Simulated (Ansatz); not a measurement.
## Ligand exchange: C2H4 + SiH(SH)3 → C2H4S + SiH2(SH)2

Species: C2H4 (ethylene) `C=C`, singlet; SiH(SH)3, singlet; C2H4S `C=CS`, singlet; SiH2(SH)2, singlet. The partners trade H for SH: C–H and Si–SH bonds give way to C–SH and Si–H.

Shapes, held fixed at every level: PBE0-D4/def2-TZVP. Flexible molecules stand in one conformer, not always the lowest. Programs: Ansatz 0.2.0. Electronic energies: no zero-point or thermal term.

Estimate ΔE of this reaction.

The highest level, CCSD(T)/CBS estimate, gives ΔE = +102.3 kJ/mol; the levels span +94.3 to +102.3. The column of differences is taken from that level and isn't an error. No measured value is set beside it here. The CBS estimate extrapolates MP2 from def2-TZVPP and def2-QZVPP and adds CCSD(T) − MP2 in the triple-zeta set, cores frozen.

| level | kind | ΔE (kJ/mol) | less CCSD(T)/CBS estimate |
| --- | --- | --- | --- |
| PBE-D4/def2-TZVPP | GGA | +94.3 | -8.0 |
| B3LYP-D4/def2-TZVPP | global hybrid | +97.2 | -5.1 |
| wB97M-V/def2-TZVPP | range-separated hybrid | +100.2 | -2.1 |
| MP2/def2-TZVPP | perturbation theory | +102.2 | -0.1 |
| CCSD(T)/def2-TZVPP | coupled cluster or CI | +98.8 | -3.5 |
| CCSD/def2-TZVPP | coupled cluster or CI | +98.6 | -3.7 |
| CCSD(T)/CBS estimate | coupled cluster or CI | +102.3 | 0.0 |
